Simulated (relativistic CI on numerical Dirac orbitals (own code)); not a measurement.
# One change at a time: Dy⁵⁹⁺

Base calculation: Dirac-Coulomb-Breit CI, KLI orbitals optimised for each configuration, model QED (radiative potential, 1s self-energy scaled to tabulated hydrogen-like ionisation energies), unscaled Slater integrals.

Configurations in the expansion (outside the closed core 1s2): 2s2.2p3, 2s.2p4, 2p5, 2p4.3s, 2p4.3p, 2p4.3d, 2s2.2p2.3s, 2s2.2p2.3p, 2s2.2p2.3d, 2s.2p3.3s, 2s.2p3.3p, 2s.2p3.3d, 2s2.2p2.4s, 2s2.2p2.4p, 2s2.2p2.4d, 2s2.2p2.4f. Levels of other configurations are missing.

Variants: (1) valence Slater integrals scaled by 0.9; (2) QED terms removed; (3) one mean potential for all configurations. Shifts of the energy above 2s2.2p3 2P°_3/2, in eV, for the lowest level and the first level of each name with at least 55 % of one term (blank where a level changes its place among those of its configuration and J or its character, or is not in the variant):

| Level | Base | Δ(1) | Δ(2) | Δ(3) |
| --- | --- | --- | --- | --- |
| 2s2.2p3 2P°_3/2 | 0.00 | 0.00 | 0.00 | 0.00 |
| 2s2.2p3 4S°_3/2 | 815.63 | +3.18 | -1.11 | +0.08 |
| 2s2.2p3 2D°_5/2 | 838.33 | +0.23 | -1.10 | +0.09 |
| 2s2.2p3 2P°_1/2 | 881.75 | -2.99 | -1.07 | +0.07 |
| 2s.2p4 4P_5/2 | 1106.56 | +4.82 | +11.21 | +0.27 |
| 2s.2p4 2S_1/2 | 1197.95 | -3.44 | +11.23 | +0.27 |
| 2s.2p4 4P_3/2 | 1946.33 | +5.71 | +10.13 | +0.27 |
| 2s.2p4 2D_5/2 | 1985.19 | +1.15 | +10.14 | +0.27 |
| 2s.2p4 2P_1/2 | 2038.54 | -3.08 | +10.16 | +0.27 |
| 2p5 2P°_3/2 | 2370.45 | -0.85 | +22.30 | +0.58 |
| 2p5 2P°_1/2 | 3212.53 | -0.16 | +21.37 | +0.50 |
| 2s2.2p2.3s 4P_3/2 | 7796.04 | +2.82 | -3.12 | +0.33 |
| 2s2.2p2.3s 2P_1/2 | 7805.27 | +1.85 | -3.13 | +0.43 |
| 2s2.2p2.3s 2D_5/2 | 7815.30 | +0.30 | -3.13 | +0.29 |
| 2s2.2p2.3s 2D_3/2 | 7821.21 | -0.22 | -3.12 | +0.35 |
| 2s2.2p2.3p 4D°_3/2 | 7889.45 | +3.04 | +0.38 | +0.29 |
| 2s2.2p2.3p 2F°_7/2 | 8147.74 | +0.86 | +0.07 | +0.34 |
| 2s2.2p2.3p 2D°_5/2 | 8173.16 | -1.52 | +0.12 | +0.58 |
| 2s2.2p2.3d 4D_1/2 | 8227.01 | +2.71 | -0.11 | +0.20 |
| 2s2.2p2.3d 2G_9/2 | 8301.56 | +0.95 | +0.45 | +0.29 |
| 2s2.2p2.3d 2F_7/2 | 8325.21 | -1.49 | +0.49 | +0.39 |

At this charge energies of transitions that change n are usually good to better than 1 %, and those within a shell (Δn = 0) to a few per cent.

Ionisation energy from the two ground configurations alone: base 12985.2 eV. The NIST ASD value (theoretical) is 12986 eV.

LS names give the leading component of a level, which can be under half, so a name can repeat, a term be missing and a line seem to break the LS rules.
